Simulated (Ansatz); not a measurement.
Input for Ansatz (a first-principles code): U-B3LYP/def2-TZVPP on H6SiSn (SMILES [SiH3][SnH3]), a point of a bond scan (R = 4.002 Å). Elements past Kr take the def2 small-core potentials; no spin–orbit coupling.

Ansatz 0.2 input:
```yaml
crystal:
  periodic: [false, false, false]
  atoms:
    - {symbol: Sn, position_ang: [-0.61782741, 0.06128438, -0.01104223]}
    - {symbol: Si, position_ang: [1.94433205, -0.19286485, 0.03475042]}
    - {symbol: H, position_ang: [-1.31526903, -0.97677330, -1.18186460]}
    - {symbol: H, position_ang: [-1.06686420, 1.66906744, -0.39602690]}
    - {symbol: H, position_ang: [-1.29897929, -0.32715219, 1.51210016]}
    - {symbol: H, position_ang: [2.93503557, -3.96322712, 0.93794286]}
    - {symbol: H, position_ang: [2.52737364, 0.71260904, 1.05295175]}
    - {symbol: H, position_ang: [2.51320142, 0.14743305, -1.29082092]}
basis:
  gaussian:
    orbitals: def2-TZVPP
hamiltonian:
  xc: {name: B3LYP}
magnetization: {spin_polarized: true, initial_magnetization: 0}
```

The log:

```
WARN ansatz: RAYON_NUM_THREADS=1 ignored (pool sized by the plan → 1); use --threads N
Functional definition: B3LYP
integrals: 0.08 GiB planned
1077 factors; their error is unknown
mean field: 0.92 GiB planned
mean field evaluation 1: about -13802.3289 eV, gradient 1.4e1 eV
mean field evaluation 2: about -13793.6671 eV, gradient 2.2e1 eV
mean field evaluation 4: about -13803.3498 eV, gradient 7.2e0 eV
mean field evaluation 8: about -13804.2028 eV, gradient 9.9e-1 eV
mean field evaluation 16: about -13805.3733 eV, gradient 9.7e-1 eV
mean field evaluation 32: about -13805.4168 eV, gradient 1.1e-2 eV
mean field -13805.41676538 eV, -507.3397084803 hartree, gradient 2.1e-5 eV, S^2 0.975366; 2 other end points of the search recorded, 0 dependent functions left out
reference -13805.41710113 eV, -507.3397208188 hartree; 21, 21 occupied and 155, 155 virtual orbitals, 1077 factors
Total energy: -13805.41710113 eV, -507.3397208188 hartree
```

The run converged. Its determinant has ⟨S²⟩ = 0.98, a mixture of spin states.

Cost: about 15 core-seconds (a rough figure).
